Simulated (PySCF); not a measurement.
# Relaxation of quintet FeH₂

Computed with UPBE0/[Fe def2-TZVP, H def2-TZVP], no relativity, density fitting, PySCF. A (50,194) grid was used.

A hand-made side-on start, of C2v symmetry, held to at least that symmetry:

Coordinates in bohr (charge 0 multiplicity 5):
```
Fe    0.0000    0.0000   -0.0953
H     0.7937    0.0000    2.6448
H    -0.7937    0.0000    2.6448
```

(1) What forces act on the atoms at the start (eV/Å)?

(2) What does it relax to?

(3) How much energy is released, and in how many steps?

Answers

(1) 
```
atom     Fx    Fy     Fz
 Fe1   0.00  0.00  -3.44
  H2   0.80  0.00   1.72
  H3  -0.80  0.00   1.72
```

(2) It ends at C2v with Fe–H 1.996 Å (×2), H–H 0.777 Å; Fe–H–H 78.8° (×2), H–Fe–H 22.4°. A frequency run shows a minimum. Other isomers or separated fragments may lie lower.

(3) 43.7 kJ/mol in 9 steps.

Open d and f shells are described by one determinant, and the ground state may have another occupation or spin.

The relaxation took roughly 70 core-seconds on a shared host.
